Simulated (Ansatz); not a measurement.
```yaml
crystal:
  periodic: [false, false, false]
  atoms:
    - {symbol: N, position_ang: [-1.446338, -0.100375, -0.784696]}
    - {symbol: Si, position_ang: [0.179511, -0.419036, -0.339693]}
    - {symbol: O, position_ang: [0.436529, -1.662866, 0.731335]}
    - {symbol: Ga, position_ang: [1.060008, 1.492828, 0.828890]}
    - {symbol: H, position_ang: [-1.890629, -0.559089, -1.563044]}
    - {symbol: H, position_ang: [-2.119403, 0.258383, -0.127571]}
    - {symbol: H, position_ang: [0.823820, -0.772091, -1.639259]}
    - {symbol: H, position_ang: [0.283837, -2.558235, 0.422642]}
    - {symbol: H, position_ang: [0.202108, 2.199097, 1.949749]}
    - {symbol: H, position_ang: [2.470578, 2.121373, 0.521656]}
basis:
  gaussian: {orbitals: def2-SVPD, final_grid: {core_spheres: 5, valence_spheres: 4, degree: 11}}
hamiltonian: {xc: {name: B3LYP5}}
scf: {lower_state_search: light}
output: {forces: true}
```

```sh
$ ansatz run in.yaml --threads 4 --pin off --events-out ev --progress --plain --max-ram 10444MiB
```

It prints (some lines left out):

```
Functional definition: B3LYP5
1484 factors; integrals over basis functions are off by at most 1.2e-3 eV
mean field evaluation 1: about -63864.7688 eV, gradient 7.7e1 eV
mean field evaluation 2: about -63818.4096 eV, gradient 1.5e2 eV
mean field evaluation 4: about -63875.4022 eV, gradient 5.3e0 eV
mean field evaluation 8: about -63875.4666 eV, gradient 9.3e-1 eV
mean field evaluation 16: about -63875.4687 eV, gradient 4.5e-5 eV
mean field -63875.46868633 eV, -2347.3801778748 hartree, gradient 7.1e-5 eV, S^2 0.000000; 0 other end points of the search recorded, 0 dependent functions left out
reference -63875.46906943 eV, -2347.3801919535 hartree; 33, 33 occupied and 120, 120 virtual orbitals, 1484 factors
Total energy: -63875.46906943 eV, -2347.3801919535 hartree
Atom 0 at    -1.446338    -0.100375    -0.784696 Å, force    -0.519711     0.024419    -0.179990 eV/Å
Atom 1 at     0.179511    -0.419036    -0.339693 Å, force     0.527700     0.765894    -0.364757 eV/Å
Atom 2 at     0.436529    -1.662866     0.731335 Å, force     0.217839    -0.585450     0.576274 eV/Å
Atom 3 at     1.060008     1.492828     0.828890 Å, force     0.061943     0.116060     0.007176 eV/Å
Atom 4 at    -1.890629    -0.559089    -1.563044 Å, force    -0.080524    -0.063737    -0.191671 eV/Å
Atom 5 at    -2.119403     0.258383    -0.127571 Å, force    -0.233329     0.152528     0.136092 eV/Å
Atom 6 at     0.823820    -0.772091    -1.639259 Å, force     0.031123    -0.061180    -0.031543 eV/Å
Atom 7 at     0.283837    -2.558235     0.422642 Å, force    -0.019762    -0.353173     0.012212 eV/Å
Atom 8 at     0.202108     2.199097     1.949749 Å, force     0.010916     0.010170     0.015934 eV/Å
Atom 9 at     2.470578     2.121373     0.521656 Å, force     0.003804    -0.005532     0.020272 eV/Å
Dipole moment:    -0.348004    -0.272045    -0.243397 e Å
```

Run time 1.7 s (4 threads of an Arm Neoverse V2 on a shared host); peak host memory 0.4 GiB.
